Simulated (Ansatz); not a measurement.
AgH, closed-shell singlet (the spin of the measured ground state), most abundant isotopes (106.9051 and 1.0078 u). Constants from fifth-degree fits in 1/R to seven points on the lowest solution found; no spin–orbit coupling, no relativity up to Kr; ω_e x_e and α_e move by some per cent with the fit.

Correlated levels freeze the inner cores; with def2 sets outer-core shells near the valence are correlated too. CBS(a, b) extrapolates the correlation energy as X⁻³ and adds the Hartree–Fock energy of set b.

Codes used: Ansatz (a quantum-chemistry and plane-wave program) with Gaussian orbitals. Each number belongs to the level named beside it. In def2 rows elements past Kr take small-core potentials, without spin–orbit coupling.

| level | r_e (Å) | ω_e (cm⁻¹) | ω_e x_e (cm⁻¹) | α_e (cm⁻¹) |
|---|---|---|---|---|
| PBE/def2-TZVPP | 1.6058 | 1788.4 | 34.2 | 0.209 |
| CCSD(T)/CBS(def2-TZVPP, def2-QZVPP) | 1.6064 | 1761.2 | 33.9 | 0.204 |

Task: Predict ω_e, ω_e x_e, B_e and the fall in zero-point energy on putting deuterium (2.014102 u) for H, at CCSD(T)/CBS(def2-TZVPP, def2-QZVPP).

Result: 
The curve stays; ρ = √(μ_H/μ_D) = √(0.99841/1.97686) = 0.71067. ω_e scales with ρ: 1252 cm⁻¹; ω_e x_e and B_e with ρ²: 17.1 and 3.305 cm⁻¹. The zero-point energy falls by 251 cm⁻¹, by which D₀ of the deuteride is larger.
